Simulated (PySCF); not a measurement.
Solvent effects on NMR parameters

Atom-mapped SMILES (the numbers label the heavy atoms): `[CH2:1]=[N:2][c:3]1[cH:4][cH:5][c:6]([B:7]([OH:8])[OH:9])[s:10]1` (H(Xn): hydrogen on atom n). Ha(C1) is cis to C3; Hb(C1) is trans to C3.

GIAO PBE0/pcSseg-1 in PySCF 2.14 on one PBE0-D3(BJ)/def2-SVP conformer, non-relativistic, equivalent nuclei averaged. Solvents enter as an IEF-PCM continuum (benzene with ε = 2.3, acetonitrile with ε = 35.7) around the gas-phase geometry. Shifts are referred to TMS, BF3·OEt2, CS2 computed in the same medium.

Gas phase, δ in ppm: C3 167.9, C1 149.4, C5 142.0, C6 137.5, C4 136.5, B7 24.3, S10 192.0, Ha(C1) 7.84, H(C5) 7.69, H(C4) 7.32, Hb(C1) 7.04, H(O8)/H(O9) 3.00. Dipole moment 3.47 D.

**Question.** How does each δ change in the continuum?

**Answer.** 
| atoms | environment | Δδ, benzene | Δδ, acetonitrile |
| --- | --- | --- | --- |
| C3 | aromatic carbon bearing nitrogen | +0.2 | +0.7 |
| C1 | C=N carbon | +3.5 | +8.6 |
| C5 | aromatic CH | +0.5 | +1.1 |
| C6 | substituted aromatic carbon next to the ring sulfur | +1.2 | +2.5 |
| C4 | aromatic CH | +0.4 | +0.8 |
| B7 | boron bonded to C, 2 O | +0.3 | +0.5 |
| S10 | aromatic ring sulfur | -2.4 | -4.4 |
| Ha(C1) | hydrogen on a C=N carbon | +0.09 | +0.23 |
| H(C5) | hydrogen on an aromatic CH | +0.05 | +0.11 |
| H(C4) | hydrogen on an aromatic CH | +0.06 | +0.13 |
| Hb(C1) | hydrogen on a C=N carbon | +0.13 | +0.31 |
| H(O8)/H(O9) | hydrogen on an oxygen bonded to B | +0.66 | +1.48 |

Changes are relative to the gas phase. The dipole moment becomes 3.78 D in benzene, 4.14 D in acetonitrile.

**Question.** Which nuclei move most (in ppm), and what does the model miss?

**Answer.** C1 (C=N carbon, +8.6 ppm) in acetonitrile. A continuum only polarises the solute; specific hydrogen bonds, the anisotropy of aromatic solvents and changes of geometry or conformer are outside it.
